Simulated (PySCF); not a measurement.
Species: C6H14NP.
Geometry (PBE0-D3(BJ)/def2-SVP, Å), atoms numbered from 1 in this order:
```xyz
22
C6H14NP angstrom
C     -2.0280   -1.7423   -0.1715
C     -1.3150   -0.4643    0.2049
C     -2.0721    0.8711    0.0615
C     -0.8404    1.7480   -0.2199
P      0.0331    0.2411   -0.9055
N      1.4486    0.1443    0.1394
C      1.9637   -1.1994    0.2646
C      2.4698    1.1051   -0.2092
H     -2.4045   -1.6988   -1.2058
H     -2.8908   -1.9257    0.4905
H     -1.3627   -2.6173   -0.0974
H     -0.8777   -0.5240    1.2163
H     -2.7301    0.8346   -0.8234
H     -2.6982    1.1664    0.9196
H     -0.9730    2.6180   -0.8776
H     -0.3422    2.0541    0.7133
H      2.3986   -1.6085   -0.6738
H      2.7533   -1.2218    1.0345
H      1.1672   -1.8853    0.5941
H      3.2598    1.1002    0.5608
H      2.0447    2.1211   -0.2356
H      2.9565    0.9141   -1.1906
```

Level of theory: PySCF, TDDFT CAM-B3LYP/def2-SVPD, vertical, gas phase, core orbitals frozen in the response.

Transition dipole moments from the ground state, in atomic units and in the frame of the coordinates above (overall signs are arbitrary), for the states with f of 0.002 or more among the lowest 7:

```json
{"state": "S1", "E (hartree)": "0.1882", "μx": "0.203", "μy": "0.493", "μz": "-0.082"}
{"state": "S2", "E (hartree)": "0.1937", "μx": "-0.720", "μy": "0.195", "μz": "0.090"}
{"state": "S3", "E (hartree)": "0.2105", "μx": "-0.145", "μy": "0.075", "μz": "0.200"}
{"state": "S4", "E (hartree)": "0.2399", "μx": "0.102", "μy": "-0.126", "μz": "-0.572"}
{"state": "S5", "E (hartree)": "0.2416", "μx": "-0.115", "μy": "0.036", "μz": "-0.117"}
{"state": "S6", "E (hartree)": "0.2497", "μx": "0.146", "μy": "0.104", "μz": "0.623"}
{"state": "S7", "E (hartree)": "0.2559", "μx": "-0.077", "μy": "-0.103", "μz": "0.232"}
```

(1) Work out the oscillator strengths.

(2) What angle do the transition dipoles of S2 and S6 make?

(3) How is the summed strength of these states shared among x, y and z?

(4) What peak molar absorption coefficient would the strongest computed level give as a lone Gaussian band 0.3 eV wide at half height?

Results:

(1) f = (2/3) ΔE |μ|² with ΔE in hartree (27.2114 eV).

```json
{"state": "S1", "|μ|² (au)": "0.291", "|μ| (D)": "1.37", "f": "0.036"}
{"state": "S2", "|μ|² (au)": "0.565", "|μ| (D)": "1.91", "f": "0.073"}
{"state": "S3", "|μ|² (au)": "0.067", "|μ| (D)": "0.66", "f": "0.009"}
{"state": "S4", "|μ|² (au)": "0.353", "|μ| (D)": "1.51", "f": "0.056"}
{"state": "S5", "|μ|² (au)": "0.028", "|μ| (D)": "0.43", "f": "0.005"}
{"state": "S6", "|μ|² (au)": "0.420", "|μ| (D)": "1.65", "f": "0.070"}
{"state": "S7", "|μ|² (au)": "0.071", "|μ| (D)": "0.67", "f": "0.012"}
```

(2) |cos θ| = |μa·μb| / (|μa| |μb|) = 0.06, so θ ≈ 87° (taken between 0 and 90°, since the signs are arbitrary).

(3) (2/3) Σ ΔE μα² gives 0.084 for x, 0.043 for y and 0.136 for z, 0.262 in all.

(4) ε(max) = 2.175×10⁸ f / FWHM, with the width in cm⁻¹. S2: 2.175×10⁸ × 0.0730 / 2420 ≈ 6600 L mol⁻¹ cm⁻¹.

All these states lie below the vertical ionisation energy of 7.45 eV (ΔSCF).

The run took 2.1 min of wall time on an AMD EPYC 7R13 with one thread, shared host, and the process peaked at 1.5 GiB of memory.

One conformer stands for the species.

Without π bonds the low states may be Rydberg-like; a valence basis with one diffuse set may place them up to an eV too high.
